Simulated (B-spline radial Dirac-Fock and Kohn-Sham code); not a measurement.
## In³⁺ in Watson spheres of different radius

Method: Dirac-Fock (average of configuration) total-energy differences with a finite nucleus, the Breit interaction including its frequency dependence, and self-energy and vacuum-polarisation corrections. Computed with a radial B-spline solver. The ion, [Kr] 4d10, sits in a hollow sphere of charge Q = -3, a simple model of the Madelung potential. Inside the sphere an electron's potential energy is raised by the constant 14.40·|Q|/R eV, so binding energies fall by about that much as long as the orbitals stay inside.

```csv
radius (Å),14.40 |Q|/R (eV),1s (eV),2s (eV),2p1/2 (eV),2p3/2 (eV),3s (eV),3p1/2 (eV),3p3/2 (eV),3d3/2 (eV),3d5/2 (eV),4s (eV),4p1/2 (eV),4p3/2 (eV),4d3/2 (eV),4d5/2 (eV)
1.6,27.00,27952.4,4257.3,3952.1,3744.1,841.8,718.5,680.0,463.8,456.2,142.9,101.2,94.58,28.27,27.40
2.2,19.64,27959.7,4264.6,3959.4,3751.4,849.1,725.8,687.3,471.1,463.5,150.2,108.6,101.9,35.59,34.72
```

From the smallest to the largest radius 1s moves by +7.3 eV, while the constant potential alone would give +7.4 eV; the difference comes from charge outside the sphere and its screening.
